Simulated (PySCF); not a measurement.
Compound: C3H6BCl.
SMILES with atom numbers: `[Cl:1][BH:2][CH:3]1[CH2:4][CH2:5]1` (hydrogens: H6 on B2; H7 on C3; H8, H9 on C4; H10, H11 on C5)

Computed, not measured: PySCF, PBE0-D3(BJ)/def2-SVP geometry optimisation, gas phase.

Problem. List the bond lengths, angles and torsions at this level.

Solution. 
```json
{"bond": "Cl1–B2", "length (Å)": "1.764"}
{"bond": "B2–C3", "length (Å)": "1.534"}
{"bond": "C3–C4, C3–C5", "length (Å)": "1.528"}
{"bond": "C4–C5", "length (Å)": "1.474"}
{"bond": "B2–H6", "length (Å)": "1.206"}
{"bond": "C3–H7", "length (Å)": "1.094"}
{"bond": "C4–H8, C5–H10", "length (Å)": "1.093"}
{"bond": "C4–H9, C5–H11", "length (Å)": "1.093"}
```

Bonds in one row agree within 0.01 Å and their mean is given. A selection of angles:
```json
{"angle": "Cl1–B2–C3", "degrees": "120.3"}
{"angle": "Cl1–B2–H6", "degrees": "116.0"}
{"angle": "C3–B2–H6", "degrees": "123.7"}
{"angle": "B2–C3–C4", "degrees": "119.6"}
{"angle": "B2–C3–H7", "degrees": "116.5"}
{"angle": "C4–C3–C5", "degrees": "57.7"}
{"angle": "C4–C3–H7", "degrees": "114.9"}
{"angle": "C3–C4–C5", "degrees": "61.1"}
{"angle": "C3–C4–H8", "degrees": "116.2"}
{"angle": "C3–C4–H9", "degrees": "116.8"}
{"angle": "C5–C4–H8", "degrees": "118.9"}
{"angle": "C5–C4–H9", "degrees": "118.2"}
{"angle": "H8–C4–H9", "degrees": "115.0"}
```

Dihedral angles: Cl1–B2–C3–C4 34° (synclinal); B2–C3–C4–C5 -109° (anticlinal); B2–C3–C5–C4 108° (anticlinal).

B2 (three-coordinate boron) is planar (angles 123.7°, 120.3° and 116.0°, sum 360.0°, 0.00 Å off the plane of its three neighbours). Of the pairs four or more bonds apart, Cl1···H9 is among the closest relative to their van der Waals radii: 2.89 Å, 98 % of the sum of Bondi's values. The C–C distances run from 1.474 Å (C4–C5, drawn single) to 1.529 Å (C3–C4, drawn single), a spread of 0.055 Å. The 3-membered ring C3–C4–C5 has internal angles of 57.7° to 61.2°.

Point group: Cs (tolerance 0.08 Å). Whether it is a minimum is left open (no frequencies). The numbers are those of one conformer.
